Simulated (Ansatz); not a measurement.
The cluster Cu2Te2, relaxed as a triplet with UKS PBE-D4/def2-SVP in Ansatz, starting from the PBE-D4/def2-SVP geometry of the neutral singlet. Force threshold 0.02 eV/Å.

In the def2 sets Te takes a core potential; there is no spin–orbit coupling. The relaxation made no stability test and no search for a lower SCF solution. The structure comes from a short search, and lower isomers may exist.

Start:

```tsv
atom	x (Å)	y (Å)	z (Å)
Cu1	0.8736	0.1354	-1.0151
Cu2	-1.0602	0.5706	0.6019
Te3	1.2747	0.6313	1.3545
Te4	-1.0880	-1.3372	-0.9413
```

| step | energy (eV) | largest force component (eV/Å) | SCF passes |
| --- | --- | --- | --- |
| 1 | -103844.3095 | 0.753 | 21 |
| 2 | -103844.5462 | 0.471 | 27 |
| 3 | -103844.7153 | 0.529 | 26 |
| 4 | -103844.7683 | 0.302 | 25 |
| 5 | -103844.7773 | 0.100 | 21 |
| 6 | -103844.7784 | 0.012 | 22 |

Force components are those of the run's own axes.

End:

```csv
atom,x (Å),y (Å),z (Å)
Cu1,0.9668,-0.2161,-0.8096
Cu2,-0.9676,0.2192,0.8078
Te3,1.3028,1.0836,1.2665
Te4,-1.3020,-1.0867,-1.2647
```

By distances, no bond broke or formed. The bond that changes most is Cu1–Te4, from 2.45 to 2.47 Å (atoms count from 1).

No frequencies were taken in this run, so the end may be a saddle point.

It took 8.5 s on 4 threads of INTEL XEON PLATINUM 8581C on a shared host.
